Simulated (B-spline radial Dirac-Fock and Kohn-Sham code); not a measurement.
## How the binding energies of Nd⁺ add up

System: Nd⁺, configuration [Xe] 4f3 5d1 6s1 (an excited configuration); nuclear rms radius 4.9123 fm (A = 142).

Input of the calculation (task.json; shells as n, l, electrons):

```json
{"items": [{
  "Z": 60,
  "q": 1,
  "cfg": [[1, 0, 2], [2, 0, 2], [2, 1, 6], [3, 0, 2], [3, 1, 6], [3, 2, 10], [4, 0, 2], [4, 1, 6], [4, 2, 10], [4, 3, 3], [5, 0, 2], [5, 1, 6], [5, 2, 1], [6, 0, 1]],
  "A": 142,
  "rrms": 4.9123,
  "do": ["binding"]
}]}
```

Launch: `python xray_run.py task.json out`

Level of theory: relaxed Dirac-Fock hole states (ΔSCF) with Breit and QED corrections and a finite nucleus; a radial finite-basis atomic code. Electron correlation is not included. Energies are counted from the vacuum level. Subshells whose hole state is unreliable or did not converge are left out.

All terms are in eV, carry their sign (relaxation lowers the binding energy) and add up to the binding energy; ⟨r⟩ is the mean radius of the orbital in the initial state.

| subshell | −ε (Koopmans) | relaxation | Breit | self-energy | vacuum polarisation | binding energy | ⟨r⟩ (bohr) |
| --- | --- | --- | --- | --- | --- | --- | --- |
| 1s | 43834.4 | -73.94 | -115.15 | -70.03 | 10.78 | 43586.0 | 0.024 |
| 2s | 7212.2 | -41.21 | -11.65 | -9.15 | 1.31 | 7151.5 | 0.100 |
| 2p1/2 | 6805.9 | -45.12 | -19.46 | 0.41 | 0.00 | 6741.8 | 0.084 |
| 2p3/2 | 6284.3 | -43.29 | -12.53 | -0.41 | -0.06 | 6228.0 | 0.091 |
| 3s | 1623.6 | -20.38 | -1.85 | -1.97 | 0.27 | 1599.7 | 0.265 |
| 3p1/2 | 1449.6 | -21.05 | -3.27 | 0.08 | 0.00 | 1425.3 | 0.255 |
| 3p3/2 | 1343.1 | -20.26 | -1.89 | -0.08 | -0.02 | 1320.9 | 0.267 |
| 3d3/2 | 1043.9 | -22.21 | -1.20 | 0.18 | -0.02 | 1020.6 | 0.239 |
| 3d5/2 | 1021.2 | -21.89 | -0.65 | 0.11 | -0.02 | 998.7 | 0.243 |
| 4s | 354.7 | -8.40 | -0.33 | -0.44 | 0.06 | 345.6 | 0.606 |
| 4p1/2 | 286.7 | -8.13 | -0.60 | 0.03 | 0.00 | 278.0 | 0.623 |
| 4p3/2 | 263.3 | -7.70 | -0.30 | 0.00 | -0.01 | 255.3 | 0.649 |
| 4d3/2 | 149.7 | -7.16 | -0.10 | 0.04 | 0.00 | 142.5 | 0.699 |
| 4d5/2 | 145.5 | -7.01 | 0.00 | 0.03 | 0.00 | 138.5 | 0.709 |
| 4f | 22.59 | -4.80 | 0.12 | 0.02 | 0.00 | 17.93 | 0.957 |
| 5p1/2 | 39.38 | -1.60 | -0.07 | 0.01 | 0.00 | 37.72 | 1.637 |
| 5p3/2 | 35.90 | -1.45 | -0.03 | 0.01 | 0.00 | 34.42 | 1.717 |
| 5d | 12.13 | -0.48 | 0.01 | 0.01 | 0.00 | 11.66 | 2.648 |
| 6s | 10.59 | -0.08 | 0.00 | -0.01 | 0.00 | 10.51 | 4.071 |

For the deepest level, K (1s), the Breit terms make up -0.264 % of the binding energy, QED -0.136 % and orbital relaxation -0.170 %.
